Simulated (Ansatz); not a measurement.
Two structures of BH2Cl2OF, singlet, reached by relaxing down either side of one saddle point (PBE0-D4/def2-TZVP). Energies are electronic, without zero-point energy. Computed with Ansatz 0.2.0 (basis: def2-TZVPP and def2-QZVPP); correlated methods freeze the cores. Extrapolation: Hartree–Fock as exp(−7.88 √X), correlation as X^−2.97. First:

B1  (-0.510, -0.417, -0.054)
F2  (-0.485, -0.863, 1.222)
Cl3  (-0.005, -1.641, -1.282)
Cl4  (-1.938, 0.611, -0.457)
H5  (0.597, 1.388, 0.548)
O6  (0.756, 0.686, -0.099)
H7  (1.585, 0.236, 0.121)
(Å)

Second:

B1  (-0.378, -0.278, -0.964)
F2  (0.159, 0.838, 2.583)
Cl3  (0.204, -0.855, -2.511)
Cl4  (-2.069, 0.001, -0.686)
H5  (0.189, 0.543, 1.700)
O6  (0.487, -0.038, 0.049)
H7  (1.408, -0.212, -0.172)
(Å)

Which bonds change from the first to the second?

BCl₂F ([F][B]([Cl])[Cl]) + H₂O → BHCl₂O ([OH][B]([Cl])[Cl]) + HF; bonds formed: F2–H5; dative contacts that become bonds: B1–O6; bonds broken: B1–F2, H5–O6.

Give the saddle point's structure and its height above each. (Judge from chemistry; the value comes from the calculation.)

The calculation gives: 1.168 eV above the first and 1.067 eV above the second (CCSD(T) at an estimated basis limit (MP2 extrapolated from triple and quadruple zeta, plus CCSD(T) − MP2 in triple zeta)).
```xyz
7
angstrom
B -0.4043 -0.1774 -0.2471
F -0.3281 -0.3511 1.3919
Cl 0.1199 -1.7025 -1.0068
Cl -1.9969 0.4692 -0.6569
H 0.4418 0.3849 1.0950
O 0.6695 0.8337 -0.0895
H 1.4980 0.5432 -0.4865
```

T1 diagnostic: at most 0.011.

The step is the kind of ligand exchange by which a precursor binds to a hydroxyl group, or is hydrolysed, in atomic layer deposition of oxides.

Labels in which every atom is bracketed show which atoms are joined, not bond orders.

For scale, one of the runs: CCSD(T)/def2-TZVPP, 205 basis functions (an equivalent command: `ansatz run in.yaml --threads 4`). The run took 70 s on 4 CPU threads (shared host), with 2.7 GiB of host memory at its peak.
